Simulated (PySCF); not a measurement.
From one molecule to another.

First species: H₅NSSi.
SMILES with atom numbers: `[NH2:1][SiH2:2][SH:3]` (hydrogens: H4, H5 on N1; H6, H7 on Si2; H8 on S3)

Second species: Si(vinyl)2(tBu)2, C12H24Si.
Structure used (PBE0-D3(BJ)/def2-SVP), in Å, numbered top down from 1:
```
atom  x, y, z in Å
Si1    0.312    0.005    0.214
C2     0.344   -0.015    2.096
C3     1.303   -0.562    2.854
H4    -0.515    0.424    2.623
H5     2.195   -1.020    2.412
H6     1.246   -0.576    3.948
C7     2.067    0.032   -0.466
C8     3.133    0.566    0.144
H9     2.227   -0.385   -1.470
H10    3.063    1.005    1.145
H11    4.124    0.587   -0.324
C12   -0.543    1.640   -0.341
C13    0.103    2.775    0.463
C14   -2.047    1.615   -0.060
C15   -0.298    1.904   -1.830
H16   -0.317    3.748    0.150
H17   -0.073    2.673    1.546
H18    1.192    2.819    0.303
H19   -2.273    1.388    0.994
H20   -2.570    0.872   -0.682
H21   -2.493    2.600   -0.284
H22   -0.736    1.128   -2.474
H23    0.777    1.964   -2.058
H24   -0.752    2.868   -2.123
C25   -0.515   -1.636   -0.367
C26   -0.829   -1.617   -1.864
C27   -1.798   -1.909    0.425
C28    0.482   -2.763   -0.075
H29   -1.207   -2.604   -2.187
H30   -1.603   -0.876   -2.115
H31    0.060   -1.394   -2.476
H32   -2.574   -1.151    0.245
H33   -1.605   -1.943    1.509
H34   -2.220   -2.888    0.135
H35    0.747   -2.806    0.993
H36    1.416   -2.652   -0.647
H37    0.041   -3.739   -0.346
```

Levels: CAM-B3LYP/def2-SVPD for HOMO energy, LUMO energy, HOMO–LUMO gap and static isotropic polarisability; TDDFT CAM-B3LYP/def2-SVPD for lowest singlet excitation; TDA CAM-B3LYP/def2-SVPD for lowest triplet excitation (Tamm–Dancoff). Geometries: PBE0-D3(BJ)/def2-SVP. Each species is one conformer at its optimised geometry, gas phase, non-relativistic unless stated. Electronic properties by PySCF.

The conformers computed, where there is a choice (atom-mapped SMILES and torsion angles):
- `[NH2:1][SiH2:2][SH:3]`: H–N1–Si2–S3 146°, H–N1–Si2–S3 -57°, H–S3–Si2–N1 -53°

Question: Which of the two has the higher HOMO energy, and by how much?

Answer: The second: -8.32 eV against -8.66 eV, a difference of 0.34 eV.

Question: Which has the higher static isotropic polarisability?

Answer: The second: 168.5 au against 58.0 au, a difference of 110.5 au.

Question: Which has the higher S1 energy?

Answer: The second: 6.36 eV against 6.16 eV, a difference of 0.20 eV.

Question: Which has the higher HOMO–LUMO gap?

Answer: The first: 9.58 eV against 9.09 eV, a difference of 0.49 eV.

Question: Which of the two has the higher T1 energy, and by how much?

Answer: The first: 5.73 eV against 4.18 eV, a difference of 1.55 eV.

Question: Which has the higher LUMO energy?

Answer: The first: 0.92 eV against 0.77 eV, a difference of 0.15 eV.

On the first: The principal polarisabilities are 51.8, 55.4 and 66.8 au; their mean is the isotropic value. In wavenumbers S1 is 49700 cm⁻¹ (1 eV = 8065.54 cm⁻¹).

On the second: The vertical singlet–triplet gap S1 − T1 is 2.18 eV (TDDFT singlet less Tamm–Dancoff triplet; S1: HOMO→LUMO, weight 0.95; T1: HOMO−2→LUMO, weight 0.20, beside HOMO−3→LUMO+1, weight 0.17). The 10 singlets span 6.36 to 7.53 eV, and their oscillator strengths add up to 0.60.
